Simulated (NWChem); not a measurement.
System meant: ZnSiH4O; SMILES [SiH3][O][ZnH]

Input file for NWChem:

```
start job
memory heap 200 mb stack 900 mb global 1100 mb
geometry units angstroms noautosym nocenter noautoz
  Zn    -0.009072     0.021823    -1.204680
  H     -0.278748     0.214807    -2.682986
  O      0.361583    -0.249293     0.501466
  Si     0.011027     0.065090     2.068491
  H      0.130588     1.527275     2.389554
  H      0.946320    -0.675229     2.971752
  H     -1.388145    -0.347159     2.425798
end
basis spherical
  Zn library 6-31g*
  H library 6-31g*
  O library 6-31g*
  Si library 6-31g*
end
dft
  xc xtpss03 ctpss03
  iterations 150
end
property
  shielding 6 1 2 3 4 5 6
end
task dft property
```

End of the output:

```
 Vector   31  Occ=0.000000D+00  E=-2.363887D-02
              MO Center=  4.0D-01, -3.1D-01, -1.2D+00, r^2= 5.0D+00
   Bfn.  Coefficient  Atom+Function         Bfn.  Coefficient  Atom+Function
  ----- ------------  ---------------      ----- ------------  ---------------
    15      0.498920  1 Zn px                16     -0.405041  1 Zn py
    11      0.289629  1 Zn px                42     -0.261150  3 O  s
    36     -0.246158  2 H  s                 12     -0.235969  1 Zn py
    14      0.221492  1 Zn s                 10     -0.168733  1 Zn s
    63     -0.154281  4 Si pz                56      0.128527  4 Si s

 center of mass
 --------------
 x =   0.08301970 y =  -0.00077577 z =  -0.10094408

 moments of inertia (a.u.)
 ------------------
         886.143319549409           5.177994622972         -17.885481666943
           5.177994622972         888.652380668051          -1.107954590641
         -17.885481666943          -1.107954590641          31.943783032087

     Multipole analysis of the density
     ---------------------------------

     L   x y z        total         alpha         beta         nuclear
     -   - - -        -----         -----         ----         -------
     0   0 0 0     -0.000000    -28.000000    -28.000000     56.000000

     1   1 0 0     -0.121835     -2.125346     -2.125346      4.128857
     1   0 1 0      0.089237     -0.230620     -0.230620      0.550477
     1   0 0 1     -0.552352     -2.103843     -2.103843      3.655335

     2   2 0 0    -25.874813    -20.021204    -20.021204     14.167595
     2   1 1 0      0.191744      1.407382      1.407382     -2.623021
     2   1 0 1     -0.739324     -5.016618     -5.016618      9.293912
     2   0 2 0    -25.754395    -19.172880    -19.172880     12.591365
     2   0 1 1      0.500971     -0.321914     -0.321914      1.144800
     2   0 0 2    -29.129986   -252.174186   -252.174186    475.218386

          -----------------------------------------
          Chemical Shielding Tensors (GIAO, in ppm)
          -----------------------------------------

 ------------------------------------------------------------------------
  xtpss03: d2 not coded                    0
 ------------------------------------------------------------------------
 ------------------------------------------------------------------------
  current input line :
    25: task dft property
 ------------------------------------------------------------------------
 ------------------------------------------------------------------------
 This error has not yet been assigned to a category
 ------------------------------------------------------------------------
 For more information see the NWChem manual at https://nwchemgit.github.io

0: xtpss03: d2 not coded:Received an Error in Communication
```

### Question
Can this run be used? If not, why, and what is the fix?

### Answer
The run crashed. Cause: this functional's second derivatives, which shieldings need, aren't coded here; the fix takes a hybrid GGA instead. This input runs:
```
start job
memory heap 200 mb stack 900 mb global 1100 mb
geometry units angstroms noautosym nocenter noautoz
  Zn    -0.009072     0.021823    -1.204680
  H     -0.278748     0.214807    -2.682986
  O      0.361583    -0.249293     0.501466
  Si     0.011027     0.065090     2.068491
  H      0.130588     1.527275     2.389554
  H      0.946320    -0.675229     2.971752
  H     -1.388145    -0.347159     2.425798
end
basis spherical
  * library 6-31g*
end
dft
  xc pbe0
  iterations 150
end
property
  shielding 6 1 2 3 4 5 6
end
task dft property
```
It converges to -2145.74219 Ha (PBE0/6-31G* (spherical d), GIAO).
